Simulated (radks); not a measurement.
Species: Cu. Configuration: [Ar] 3d10 4s1.

All-electron calculation, non-relativistic Kohn-Sham, exchange-only LDA, spin-polarised, spherical densities, point nucleus; open shells are filled with parallel spins first. Program: a radial shooting solver on a logarithmic mesh with Libxc functionals.

Energy parts (Ry):
| part | energy |
|---|---|
| total | -3270.47840 |
| kinetic | 3270.47840 |
| electron-nucleus | -7842.70891 |
| Hartree | 1425.26763 |
| exchange | -123.51553 |

Orbitals (lengths in bohr, moments of r in powers of bohr; <r^-3> diverges for s and p1/2):
orbital  occ.  eigenvalue (Ry)     <r^2>  <r^-3>
1s up       1        -641.4160  0.003762       -
1s down     1        -641.4138  0.003762       -
2s down     1        -76.17202   0.06742       -
2s up       1        -76.16604   0.06741       -
2p down     3        -66.84699   0.05304   672.7
2p up       3        -66.84286   0.05304   672.8
3s down     1         -8.01864    0.6061       -
3s up       1         -8.01071    0.6072       -
3p down     3         -5.12176    0.6745   85.36
3p up       3         -5.11549    0.6772   85.17
4s up       1         -0.31764     10.72       -
3d up       5         -0.31491     1.684   7.416
3d down     5         -0.30237     1.492   7.684
4s down     0         -0.21051     11.27       -

The highest occupied level is 3d down at -4.114 eV. The spin density at the nucleus is 4.691 e/bohr^3 (1s 0.034, 2s 0.086, 3s -0.116, 4s 4.686), a Fermi contact field of 246 T. The electron density at the nucleus is 1.657e+04 e/bohr^3.
